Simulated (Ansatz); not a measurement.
Species: sum formula HSiOBr2, net charge 0, doublet state. It need not be the lowest isomer of its formula. SMILES: O[Si](Br)Br
Geometry from a B3LYP-D3(BJ)/def2-TZVP (Ansatz, a first-principles code) optimisation:
```
Si
O 1 1.6394
H 2 0.9635 1 118.01
Br 1 2.2361 2 106.56 3 -154.55
Br 1 2.2572 2 109.43 3 -33.78
```
Charge 0, spin multiplicity 2.

Computed values are from Ansatz. Cores are frozen in the correlated levels unless marked. Open shells are spin-unrestricted. Spin-orbit coupling is left out. Frozen are the shells of the preceding noble gas and the d and f shells that filled before the atom's block. Non-relativistic. Basis-set limits of correlation are two-point, X^-3; Hartree-Fock from the larger set. The bracket is a focal-point correction in the basis named.

The atomisation energy De comes out as 1561.9 kJ/mol at RI-MP2/CBS(def2-TZVPP,def2-QZVPP)+[CCSD(T)-MP2]/def2-TZVPP. The total energy is -5510.3093 Eh at RI-MP2/CBS(def2-TZVPP,def2-QZVPP)+[CCSD(T)-MP2]/def2-TZVPP. The dipole moment comes out as 1.69 D at CCSD(T)/def2-SVPD. The T1 diagnostic is 0.014 at CCSD/def2-TZVPP.
